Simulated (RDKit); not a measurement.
Input file for RDKit: UFF on C2H3N (SMILES CC#N).

```python
from rdkit import Chem
from rdkit.Chem import AllChem, rdDetermineBonds

blocks = [
'''6

C     1.21737006    0.41426585    3.35281748
C    -0.14739081   -0.07362327    3.26750662
N    -1.22419923   -0.46222872    3.15730383
H     1.23766415    1.40177345    3.81398067
H     1.82604227   -0.26752970    3.94689517
H     1.63097938    0.47959744    2.34487995
''',
]
mol = None
for b in blocks:
    f = Chem.MolFromXYZBlock(b)
    rdDetermineBonds.DetermineBonds(f, charge=0)
    mol = f if mol is None else Chem.CombineMols(mol, f)
Chem.SanitizeMol(mol)
print(Chem.MolToSmiles(Chem.RemoveHs(mol)))
ff = AllChem.UFFGetMoleculeForceField(mol, vdwThresh=100.0, ignoreInterfragInteractions=False)
e = ff.CalcEnergy()
print(f'UFF energy {e:.6f} kcal/mol')
```

Program output:

```
CC#N
UFF energy 0.460918 kcal/mol
```

The run finished.

Cost: about 0.03 core-seconds (a rough figure).
